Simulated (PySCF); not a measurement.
CH7ClFNSi2, SMILES CN[SiH2][Si@@H](F)Cl.

Coordinates come from a B3LYP-D3(BJ)/def2-SVP optimisation. The structure was generated by enumeration; whether it is a known compound was not checked. Other conformers were not sampled.

Two levels are set side by side: PBE/def2-TZVP (PySCF) and M06-2X/def2-TZVP (PySCF). Same geometry, gas phase. Differences are taken from unrounded values.

```tsv
quantity	M06-2X
orbital gap (eV)	8.35
highest occupied level (eV)	-8.36
lowest empty level (eV)	-0.01
dipole moment (D)	3.21
mean polarisability (bohr³)	82.9
```

### Question
What does PBE give, and how far is it from M06-2X? (Estimate from the structure and the level; the computed values follow.)

### Answer

| quantity | PBE | PBE minus M06-2X |
|---|---|---|
| orbital gap (eV) | 4.04 | -4.30 |
| highest occupied level (eV) | -5.68 | 2.67 |
| lowest empty level (eV) | -1.64 | -1.63 |
| dipole moment (D) | 3.00 | -0.21 |
| mean polarisability (bohr³) | 88.1 | 5.2 |

PBE's occupied levels lie high since its potential decays too fast outside the molecule; exact exchange lowers them and widens the gap. PBE's more diffuse valence density responds more strongly to a field. Differences between two approximate levels are no errors against the true value.

Rough cost on one machine, each run with all the roots and properties that it gave: M06-2X against PBE about 4 times.
